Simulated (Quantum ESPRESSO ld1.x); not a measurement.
Q: These are the eigenvalues of the occupied orbitals of an atom or ion with whole-number occupations (eV). All-electron calculation, scalar-relativistic Kohn-Sham, LDA (Slater exchange, Perdew-Zunger correlation), spin-polarised, spherical densities, point nucleus. Program: ld1.x of Quantum ESPRESSO 7.5.

| orbital | eigenvalue |
|---|---|
| 1s up | -23743.7 |
| 1s down | -23720.2 |
| 2s up | -5437.22 |
| 2s down | -5400.94 |
| 2p up | -5211.81 |

Which element is it, and in what charge state? The configuration may be excited. Open shells, if any, are filled with parallel spins first.

A: Z = 43, technetium, charge +37: Tc37+ in [He] 2s2 2p2. The list shows which subshells hold electrons but not how many an open one holds; the 1s level, -872.56 hartree, gives Z - s = 41.8 by -(Z - s)^2/2, which with screening and relativity narrows Z to a few neighbours, and the depths of the outer levels then fix element, charge and occupations together.
